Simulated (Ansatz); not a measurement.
Reaction (ligand exchange at the Al–N bond): `[NH2][Al]([NH2])[F]` + H–F → `[NH2][Al]([F])[F]` + NH₃

Isolated molecules relaxed with PBE0-D4/def2-TZVP in Ansatz; ΔE leaves out vibrations. CBS: MP2 limit from def2 TZ/QZ plus the TZ coupled-cluster correction, frozen cores. This one scheme is used for every species. DFT in def2-TZVPP. B3LYP here is the variant with VWN-RPA as its local correlation; programs differ in this. One conformer a species, not always the lowest.

```tsv
level	ΔE (kJ/mol)
B3LYP	-101.5
MP2/def2-SVP	-104.0
```

What does CCSD(T)/CBS give? (An estimate is asked.)

Computed: -95.0 kJ/mol. The listed levels differ from it by -6.5, -9.0 kJ/mol.

Largest T1 diagnostic among the species: 0.012.

In def2-TZVPP, CCSD(T) changes the Hartree–Fock value by +8.1 kJ/mol (the triples alone add +1.0 kJ/mol) and MP2 by +8.6 kJ/mol. At CCSD(T), def2-SVP lies −9.1 kJ/mol from the extrapolated value and def2-TZVPP −1.1 kJ/mol.
